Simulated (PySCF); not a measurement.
Isomers of [C3H4NO2S]- (charge -1), one GFN2-xTB conformer each. Single-point energies are computed at PBE0/pcSseg-1 (PySCF, gas phase, no added dispersion term), electronic only.

```tsv
SMILES	GFN2-xTB relative energy (kcal/mol)
C[C@@H](C#N)[S@](=O)[O-]	0.0
CS(=O)(=O)[CH-]C#N	33.4
N#CCC[S@@](=O)[O-]	5.5
```

Conformers: `[CH3:1][C@@H:2]([C:3]#[N:4])[S@:5](=[O:6])[O-:7]` (charge -1) with C1–C2–S5–O6 152°; `[CH3:1][S:2](=[O:3])(=[O:4])[CH-:5][C:6]#[N:7]` (charge -1) with C1–S2–C5–C6 -58°; `[N:1]#[C:2][CH2:3][CH2:4][S@@:5](=[O:6])[O-:7]` (charge -1) with C2–C3–C4–S5 180°, C3–C4–S5–O6 -58°.

Question: What does PBE0/pcSseg-1 give for the same structures?

Answer: 
| SMILES | PBE0/pcSseg-1 E (Eh) | PBE0/pcSseg-1 (kcal/mol) | GFN2-xTB (kcal/mol) | point group |
| --- | --- | --- | --- | --- |
| C[C@@H](C#N)[S@](=O)[O-] | -719.56852 | 0.0 | 0.0 | C1 |
| N#CCC[S@@](=O)[O-] | -719.56743 | 0.7 | 5.5 | Cs |
| CS(=O)(=O)[CH-]C#N | -719.53090 | 23.6 | 33.4 | C1 |

Both levels put the same isomer lowest; measured from each level's own lowest isomer, the values differ by up to 9.8 kcal/mol (CS(=O)(=O)[CH-]C#N: 33.4 against 23.6). Neighbours under 5.0 kcal/mol apart (C[C@@H](C#N)[S@](=O)[O-] and N#CCC[S@@](=O)[O-]) can change places with a better method, another conformer or zero-point energy.

Question: As an exercise, what shares would exp(−E/RT) give at 1000 K from these electronic energies alone (no entropy, no degeneracies)?

Answer: RT = 1.987 kcal/mol: C[C@@H](C#N)[S@](=O)[O-] 58.5 %, N#CCC[S@@](=O)[O-] 41.5 %, CS(=O)(=O)[CH-]C#N under 0.1 %.
